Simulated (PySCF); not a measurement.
BrPb, doublet, geometry from GFN2-xTB (such geometries of metal compounds can be far from the true shape) (the spin is typed, not shown lowest) (core potentials on Pb); SVWN5/def2-SVP (PySCF).

Input for PySCF:
```python
from pyscf import gto, scf, dft

mol = gto.Mole()
mol.atom = '''
    Pb   -0.000000   -0.000000   -0.785897
    Br    0.000000    0.000000    1.841245
'''
mol.basis = 'def2-svp'
mol.ecp = {'Pb': 'def2-svp'}
mol.charge = 0
mol.spin = 1
mol.verbose = 4
mol.build()

mf = dft.UKS(mol)
mf.xc = 'lda,vwn'
mf.init_guess = 'vsap'
mf.kernel()
```

What the program printed (banner, timings and long lists left out):

```
PySCF version 2.14.0

[INPUT] verbose = 4
[INPUT] num. atoms = 2
[INPUT] num. electrons = 57
[INPUT] charge = 0
[INPUT] spin (= nelec alpha-beta = 2S) = 1
[INPUT] symmetry False subgroup None
[INPUT] Mole.unit = angstrom
[INPUT] Symbol           X                Y                Z      unit          X                Y                Z       unit  Magmom
[INPUT]  1 Pb     0.000000000000   0.000000000000  -0.785897000000 AA    0.000000000000   0.000000000000  -1.485130092117 Bohr   0.0
[INPUT]  2 Br     0.000000000000   0.000000000000   1.841245000000 AA    0.000000000000   0.000000000000   3.479448778225 Bohr   0.0

nuclear repulsion = 155.098754619431
number of shells = 22
number of NR pGTOs = 135
number of NR cGTOs = 58
basis = def2-svp
ecp = {'Pb': 'def2-svp'}

******** <class 'pyscf.dft.uks.UKS'> ********
method = UKS
initial guess = vsap
damping factor = 0
level_shift factor = 0
DIIS = <class 'pyscf.scf.diis.CDIIS'>
diis_start_cycle = 1
diis_space = 8
diis_damp = 0
SCF conv_tol = 1e-09
SCF conv_tol_grad = None
SCF max_cycles = 50
direct_scf = True
direct_scf_tol = 1e-13
number electrons alpha = 29  beta = 28
XC library pyscf.dft.libxc version 7.1.2
    S. Lehtola, C. Steigemann, M. J. T. Oliveira, and M. A. L. Marques,  SoftwareX 7, 1–5 (2018)
XC functionals = lda,vwn
    P. A. M. Dirac,  Math. Proc. Cambridge Philos. Soc. 26, 376 (1930)
    F. Bloch,  Z. Phys. 57, 545 (1929)
    S. H. Vosko, L. Wilk, and M. Nusair,  Can. J. Phys. 58, 1200 (1980)
radial grids:
    Treutler-Ahlrichs [JCP 102, 346 (1995); DOI:10.1063/1.469408] (M4) radial grids

becke partition: Becke, JCP 88, 2547 (1988); DOI:10.1063/1.454033
pruning grids: <function nwchem_prune>
grids dens level: 3
symmetrized grids: False
atomic radii adjust function: <function treutler_atomic_radii_adjust>
small_rho_cutoff = 0
Set gradient conv threshold to 3.16228e-05
tot grids = 43656
Traceback (most recent call last):
  File "input.py", line 18, in <module>
  File "<string>", line 2, in kernel
  File "site-packages/pyscf/scf/hf.py", line 2099, in scf
  File "site-packages/pyscf/scf/hf.py", line 127, in kernel
  File "site-packages/pyscf/scf/uhf.py", line 931, in get_init_guess
  File "site-packages/pyscf/scf/hf.py", line 2036, in get_init_guess
  File "site-packages/pyscf/dft/rks.py", line 533, in init_guess_by_vsap
  File "site-packages/pyscf/dft/uks.py", line 162, in get_vsap
  File "site-packages/pyscf/dft/rks.py", line 195, in get_vsap
  File "site-packages/pyscf/dft/numint.py", line 1048, in nr_sap_vxc
AssertionError: ECP or PP not supported
```

The input was rejected before any calculation.
